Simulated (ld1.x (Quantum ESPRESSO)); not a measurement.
**Configuration tests for manganese (PAW)**

- Element: manganese
- Generator: ld1.x (Quantum ESPRESSO) 7.5
- Type: PAW
- Functional: PBE
- Relativity: scalar-relativistic
- Frozen core: [Ar]
- Valence charge: 7
- Reference configuration: 3d5 4s2 4p0
- Partial waves: 4s (bound): rcut 2.35, rcutus 3.05 bohr; 4s channel at 0.1 Ry: rcut 2.35, rcutus 3.05 bohr; 4p (bound, empty): rcut 2.60, rcutus 3.45 bohr; 4p channel at 0.5 Ry: rcut 2.60, rcutus 3.45 bohr; 3d (bound): rcut 1.50, rcutus 1.80 bohr; 3d channel at 0.65 Ry: rcut 1.50, rcutus 1.80 bohr
- Local potential: all-electron potential smoothed inside 2.15 bohr (lloc = -1)
- Core correction: Bessel-smoothed model core, default radius (core density twice the valence density)
- Augmentation charge: PSQ, inside the norm-conserving radii

Energies are relative to the spin-unpolarised reference configuration 3d5 4s2 4p0; without spin polarisation the order of configurations can differ from experiment. The frozen-core shift is the all-electron ΔE with the core orbitals held at their reference shape minus the fully relaxed ΔE.

| valence configuration | charge | ΔE all-electron (eV) | error AE − PS (meV) | frozen-core shift (meV) |
| --- | --- | --- | --- | --- |
| 3d5 4s1 4p0 | +1 | 8.416 | -2.1 | +2.2 |
| 3d5 4s0 4p0 | +2 | 24.015 | -11 | +9.7 |
| 3d4 4s0 4p0 | +3 | 56.534 | -346 | +336 |
| 3d5.5 4s1.5 4p0 | 0 | -0.482 | -22 | +25 |
| 3d4 4s2 4p0 | +1 | 13.187 | -103 | +193 |
| 3d6 4s0 4p0 | +1 | 6.813 | -127 | +121 |

**Question.** What are ΔE and the potential's error for 3d5 4s1.5 4p0?

**Answer.** ΔE = 3.361 eV all-electron; the error (AE − PS) is -0.6 meV.
